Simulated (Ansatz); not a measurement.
CH3NO, charge +1, doublet, at a GFN2-xTB geometry (a state made from the parent by changing its charge; the spin is typed, not shown lowest). Base run: CAM-B3LYP/def2-SV(P) in Ansatz (a program for electronic structure).

Input for Ansatz:
Ansatz 0.2 input:
```yaml
crystal:
  periodic: [false, false, false]
  atoms:
    - {symbol: N, position_ang: [-1.07509974, 0.20433876, 0.11666389]}
    - {symbol: C, position_ang: [0.21158204, 0.22817973, -0.04331831]}
    - {symbol: O, position_ang: [1.10820948, -0.55611055, -0.09405105]}
    - {symbol: H, position_ang: [-1.54880391, -0.69423290, 0.24305677]}
    - {symbol: H, position_ang: [-1.66441500, 1.03134451, 0.12637816]}
    - {symbol: H, position_ang: [0.60374895, 1.31232308, -0.17376392]}
basis:
  gaussian:
    orbitals: def2-SV_P_.json
hamiltonian:
  xc: cam_b3lyp
total_charge: 1
magnetization: {spin_polarized: true, initial_magnetization: 1}
```
The basis file holds def2-SV(P) in the JSON format of the Basis Set Exchange.

Each row names what was changed in the base input (with any setting that the change needs).

```tsv
change	E (Eh)	SCF-reference <S^2>
base	-169.30921	0.756
functional = b3lyp5	-169.29729	0.756
functional = SVWN5	-168.03925	0.753
functional = lc_wpbe	-169.27607	0.756
functional = wB97X-V	-169.32320	0.756
functional = pbe	-169.19605	0.754
functional = b3lyp	-169.38274	0.756
functional = hse06	-169.18736	0.756
functional = wB97X	-169.33510	0.756
functional = PBE-QIDH	-169.11116	0.762
functional = blyp	-169.34572	0.754
functional = hf	-168.46219	0.766
functional = blyp; dispersion = d3bjatm	-169.35105	0.754
```

Total energies compare only within one method and basis.
